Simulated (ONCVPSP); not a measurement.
# Logarithmic derivatives: Rh, ONCV

* Element: rhodium
* Generator: ONCVPSP 4.0.1
* Type: optimised norm-conserving Vanderbilt (ONCV)
* Functional: revPBE
* Relativity: scalar-relativistic
* Frozen core: [Ar] 3d10
* Valence charge: 17
* Reference configuration: 4s2 4p6 4d8 5p1
* Partial waves: 4s: rc 1.70 bohr, ncon 3, nbas 6, qcut 6.9 1/bohr, 2 projectors, debl 3.3 Ha; 4p+5p: rc 1.70 bohr, ncon 4, nbas 8, qcut 8.3 1/bohr, 2 projectors; 4d: rc 1.55 bohr, ncon 5, nbas 9, qcut 12.3 1/bohr, 2 projectors, debl 3.6 Ha
* Local potential: polynomial inside 1.25 bohr (lpopt 5, dvloc0 3 Ha)
* Core correction: Teter function, fcfact 2.5, rcfact 1.4

The phase is arctan(r·R′/R) of the radial function R(r), unwrapped; energies in Ha, scanned from -5 to 5 Ha. A pole is an energy at which the radial function vanishes at the test radius. The pseudo phase is shifted by a multiple of π to meet the all-electron one at the reference energy, and phase errors are pseudo minus all-electron; the curves can meet again beyond the range given. Levels narrower than the energy grid can be missing from the lists of poles.

Task: For each channel, where are the poles, and over which energies does the pseudopotential scatter like the atom?

Result:

| channel | radius (bohr) | reference energy (Ha) | poles, all-electron | poles, pseudo | unbroken range about the reference energy with phases within 0.05 rad | phase error 1 Ha above the reference energy (rad) |
| --- | --- | --- | --- | --- | --- | --- |
| s | 1.72 | -3.09 | -2.81 | -2.81 | the whole range | -0.000 |
| p | 1.72 | -0.06 | -1.46 | -1.45 | the whole range | +0.003 |
| d | 1.58 | -0.28 | 1.17 | 1.17 | below 4.3 | -0.000 |

Phases in the s channel:

| E (Ha) | all-electron | pseudo |
| --- | --- | --- |
| -4.96 | 1.252 | 1.252 |
| -4.72 | 1.224 | 1.224 |
| -4.48 | 1.186 | 1.186 |
| -4.24 | 1.130 | 1.130 |
| -4.00 | 1.034 | 1.034 |
| -3.76 | 0.826 | 0.826 |
| -3.52 | 0.181 | 0.180 |
| -3.28 | -0.980 | -0.980 |
| -3.04 | -1.414 | -1.414 |
| -2.80 | -1.576 | -1.576 |
| -2.56 | -1.662 | -1.662 |
| -2.32 | -1.720 | -1.721 |
| -2.08 | -1.767 | -1.767 |
| -1.84 | -1.808 | -1.808 |
| -1.60 | -1.848 | -1.849 |
| -1.36 | -1.891 | -1.891 |
| -1.12 | -1.938 | -1.938 |
| -0.88 | -1.992 | -1.992 |
| -0.64 | -2.060 | -2.060 |
| -0.40 | -2.146 | -2.146 |
| -0.16 | -2.261 | -2.261 |
| 0.08 | -2.421 | -2.421 |
| 0.32 | -2.647 | -2.647 |
| 0.56 | -2.953 | -2.953 |
| 0.80 | -3.311 | -3.312 |
| 1.04 | -3.646 | -3.647 |
| 1.28 | -3.904 | -3.906 |
| 1.52 | -4.088 | -4.090 |
| 1.76 | -4.218 | -4.220 |
| 2.00 | -4.312 | -4.314 |
| 2.24 | -4.383 | -4.386 |
| 2.48 | -4.438 | -4.441 |
| 2.72 | -4.481 | -4.485 |
| 2.96 | -4.517 | -4.521 |
| 3.20 | -4.547 | -4.552 |
| 3.44 | -4.573 | -4.578 |
| 3.68 | -4.595 | -4.601 |
| 3.92 | -4.615 | -4.622 |
| 4.16 | -4.633 | -4.640 |
| 4.40 | -4.649 | -4.658 |
| 4.64 | -4.663 | -4.674 |
| 4.88 | -4.677 | -4.690 |
